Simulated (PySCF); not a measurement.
## Correlation energy of S (sulfur, neutral)

[Ne] 3s1 3p5, high-spin 3P determinant (an excited configuration). Computed with PySCF 2.14 in aug-cc-pwCVTZ (8s7p5d3f, 75 functions), with no relativity, point nucleus. Frozen: 1s2; 14 electrons correlated.

```tsv
level	correlation energy (mhartree)
CCSD	-477.06
(T)	-29.83
CCSD(T)	-506.89
```

Diagnostics: T1 = 0.021, D1 = 0.0735, largest double amplitude 0.195.

Problem. Is a single reference adequate?

Solution. Not fully. A double-excitation amplitude exceeds 0.15, a sign of near-degeneracy.
